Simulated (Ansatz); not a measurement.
The cluster SnCl₂⁺. Total charge 1; doublet. Geometry PBE0-D4/def2-TZVP; atoms count from 1.

Cartesian coordinates in Å:
```
Sn 0.275 -0.643 0.278
Cl 1.616 1.185 0.124
Cl -1.891 -0.542 -0.402
```

In the def2 sets Sn takes a core potential; there is no spin–orbit coupling. The structure comes from a short search, and lower isomers may exist.

Problem. Estimate the Mulliken populations from the PBE0/def2-TZVP orbitals of Ansatz.

Solution. 
| atom | charge (e) | spin (α − β) |
| --- | --- | --- |
| Sn1 | 1.14 | 0.47 |
| Cl2 | -0.07 | 0.26 |
| Cl3 | -0.07 | 0.26 |
Mulliken values and Mayer orders depend strongly on the basis.

Problem. Where does the spin sit?

Solution. Summed by element: Sn 0.47, Cl 0.53, of 1 unpaired in all. Largest on single atoms: Sn1 0.47, Cl2 0.26, Cl3 0.26.

Problem. And the Mayer bond orders between bonded heavy atoms (over 0.3)?

Solution. Sn1–Cl2 1.25 (2.27 Å); Sn1–Cl3 1.25 (2.27 Å).
